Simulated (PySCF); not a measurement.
Partial charges of `[H]/N=C/C(C)(C)[SiH2]O`

C₄H₁₁NOSi.
Atom-mapped SMILES: `[H]/[N:5]=[CH:4]/[C:2]([CH3:1])([CH3:3])[SiH2:6][OH:7]` (hydrogens: H8, H9, H10 on C1; H11, H12, H13 on C3; H14 on C4; H15 on N5; H16, H17 on Si6; H18 on O7)

Geometry (GFN2-xTB, Å), atoms numbered from 1 in this order:
```
atom  x, y, z in Å
C1    -0.7909   -1.1203    1.2312
C2    -0.2256   -0.2237    0.1365
C3    -0.7398   -0.6807   -1.2323
C4    -0.5851    1.1933    0.3645
N5    -0.3049    2.0840   -0.4917
Si6    1.7143   -0.2498    0.0939
O7     2.1541    0.9516   -0.8875
H8    -0.4376   -0.8088    2.2120
H9    -0.4776   -2.1492    1.0711
H10   -1.8812   -1.0943    1.2332
H11   -0.3768   -0.0232   -2.0168
H12   -1.8301   -0.6614   -1.2499
H13   -0.4121   -1.6961   -1.4431
H14   -1.0609    1.4178    1.3294
H15   -0.5749    3.0312   -0.2402
H16    2.1519   -1.5160   -0.4810
H17    2.2221   -0.0371    1.4501
H18    1.4465    1.5890   -1.0912
```

Density: PBE0/pcSseg-1 (PySCF); schemes: Mulliken, IAO, Hirshfeld and ESP-fitted. Geometry: GFN2-xTB, one conformer, isolated molecule.

Task: Tabulate the Mulliken, IAO, Hirshfeld and ESP-fitted charges.

Result: In e; atoms taken as equivalent share a row and are averaged (×n: the atom named and its like, n in all):

```tsv
atom	environment	Mulliken	IAO	Hirshfeld	ESP-fitted
C1/C3	methyl carbon	-0.159	-0.412	-0.119	-0.471
C2	sp3 carbon bound to silicon	-0.783	-0.251	-0.067	+0.058
C4	imine carbon	+0.155	+0.068	+0.068	+0.267
N5	imine nitrogen	-0.400	-0.457	-0.188	-0.650
Si6	oxygen-bound silicon	+0.929	+1.023	+0.394	+0.699
O7	silanol oxygen	-0.559	-0.814	-0.325	-0.642
H8 (×6)	methyl hydrogen	+0.118	+0.141	+0.040	+0.130
H14	hydrogen on a C=N carbon	+0.094	+0.115	+0.048	+0.043
H15	N–H hydrogen	+0.177	+0.258	+0.118	+0.329
H16/H17	Si–H hydrogen	-0.130	-0.156	-0.084	-0.147
H18	hydroxyl hydrogen	+0.257	+0.350	+0.118	+0.355
```

Mean size of the charges over all atoms: IAO 0.295 e, ESP-fitted 0.281 e, Mulliken 0.258 e, Hirshfeld 0.110 e. Each set sums to the total charge, 0, to within 0.001 e. The ESP scheme fits charges at the nuclei, held to the total charge, to the electrostatic potential on points at 1.4 to 2.0 times the van der Waals radii.

Some averages cover members that differ in this geometry: C1/C3, ESP-fitted -0.562 to -0.381; H8 (×6), ESP-fitted +0.102 to +0.160; H16/H17, ESP-fitted -0.162 to -0.132; C1/C3, Mulliken -0.171 to -0.146 e.

Lowest charge. The schemes don't all agree: Mulliken C2 (-0.783); IAO O7 (-0.814); Hirshfeld O7 (-0.325); ESP-fitted N5 (-0.650).

Highest charge. All schemes agree: Mulliken Si6 (+0.929); IAO Si6 (+1.023); Hirshfeld Si6 (+0.394); ESP-fitted Si6 (+0.699).

Task: Sum the charges by element, for elements with more than one atom.

Result: 
| element | atoms | Mulliken | IAO | Hirshfeld | ESP-fitted |
| --- | --- | --- | --- | --- | --- |
| C | 4 | -0.945 | -1.008 | -0.236 | -0.618 |
| H | 11 | +0.975 | +1.256 | +0.356 | +1.211 |

Task: How many electrons does the IAO scheme count on C3?

Result: Its own charge is -0.407 e, so Z − q = 6.407.
